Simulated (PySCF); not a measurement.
**Radial density of B⁻ (boron, charge -1)**

UHF, [He] 2s2 2p2, high-spin 3P determinant. All numbers are calculated (PySCF 2.14, the non-relativistic Hamiltonian (point nucleus), in aug-cc-pVQZ (6s5p4d3f2g, 80 functions)).

| r (bohr) | 4πr²ρ (e/bohr) | 4πr²(ρα − ρβ) |
| --- | --- | --- |
| 0.00493 | 0.02084 | 0.0000 |
| 0.00829 | 0.05694 | -0.0001 |
| 0.0140 | 0.1524 | -0.0001 |
| 0.0235 | 0.3919 | -0.0004 |
| 0.0395 | 0.9464 | -0.0008 |
| 0.0664 | 2.052 | -0.0015 |
| 0.112 | 3.725 | -0.0014 |
| 0.188 | 5.049 | 0.0043 |
| 0.316 | 4.248 | 0.0310 |
| 0.531 | 1.768 | 0.1222 |
| 0.894 | 0.9641 | 0.3334 |
| 1.50 | 1.525 | 0.5629 |
| 2.53 | 1.083 | 0.5040 |
| 4.25 | 0.3271 | 0.2257 |
| 7.15 | 0.05162 | 0.0478 |
| 12.0 | 0.003937 | 0.0039 |
